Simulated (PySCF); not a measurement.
TaOCl₂, SMILES [O]=[Ta+]([Cl])[Cl], charge +1, multiplicity 1.

The structure is a stationary point at B3LYP-D3(BJ)/def2-SVP. The spin state was assumed, not searched. The isomer is the one that the SMILES or the coordinates give; other isomers of the formula were not compared. The def2 effective core potentials stand for the cores of Ta; spin–orbit coupling is left out.

Calculation: CAM-B3LYP/def2-TZVPD (PySCF).

Gas-phase values at a fixed geometry.

| Quantity | Result |
|---|---|
| total energy | -1052.50965 hartree |
| point group | Cs |
| highest occupied level | -16.26 eV |
| lowest empty level | -9.04 eV |
| orbital gap | 7.22 eV |
| dipole moment about the centre of nuclear charge | 4.48 D |
| mean static polarisability | 60.2 bohr³ (8.92 Å³) |
| polarisability, principal values | 42.7, 61.5, 76.4 bohr³ |
